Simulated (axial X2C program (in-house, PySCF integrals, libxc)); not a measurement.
## CdSi⁺: from Re and ωe to a spectrum

A bond curve at the PBE0 level, with spin–orbit coupling, was computed with an in-house all-electron X2C program for linear molecules (integrals from PySCF) (basis Cd dyall-cv3z [12s12p8d5f3g], Si dyall-v3z [8s7p2d1f] (cores contracted in-house)) for the state Ω = 1/2 (⟨Sz⟩ = -0.50, ⟨Lz⟩ = 1.00 at PBE0). Its fit gives Re = 2.6692 Å, ωe = 217.6 cm⁻¹, ωexe = 0.983 cm⁻¹ and αe = 6.787e-04 cm⁻¹; the masses are 113.9034 and 27.9769 u. Two-component means X2C with spin–orbit coupling and atomic mean-field Coulomb and Gaunt terms.

(1) Find the reduced mass, Be and the force constant.

(2) Estimate the centrifugal constant by the Kratzer relation.

(3) Where do the fundamental and the first overtone lie?

(4) A Morse curve ties αe to the other constants (Pekeris). How well does that hold?

(5) Estimate De from a Morse curve and compare with the computed well depth of 1.858 eV to Cd + Si+.

The state is a single determinant with fixed occupations, the lowest that a limited PBE0 search found. Dissociation energies refer to the lowest single-determinant-based atoms at the same level and basis. Density functionals use the spin component along the axis (collinear). The 2c atoms are single determinants rather than J levels; their spin–orbit lowering is only partly caught, and De is too large by that part. This holds for PBE0. The functionals have no current-density term, which raises determinants with orbital currents, atoms included.

Answers

(1) From the PBE0 values: μ = 22.4602 u. Be = 16.8576/(μ Re²) = 0.1053 cm⁻¹. k = 5.8918×10⁻⁷ μ ωe² = 0.627 mdyn/Å.

(2) D = 4Be³/ωe² = 9.88e-08 cm⁻¹.

(3) ν(1←0) = ωe − 2ωexe = 215.6 cm⁻¹; ν(2←0) = 2ωe − 6ωexe = 429.3 cm⁻¹.

(4) αe(Morse) = 6Be²/ωe × (√(ωexe/Be) − 1) = 6.288e-04 cm⁻¹; the PBE0 curve gives 6.787e-04 cm⁻¹, a ratio of 0.93.

(5) De(Morse) = ωe²/(4ωexe) = 1.493 eV against 1.858 eV computed, a ratio of 0.80. The extrapolation falls short: long-range attraction (ionic or ion–induced dipole) or a change of character along the curve can cause this.
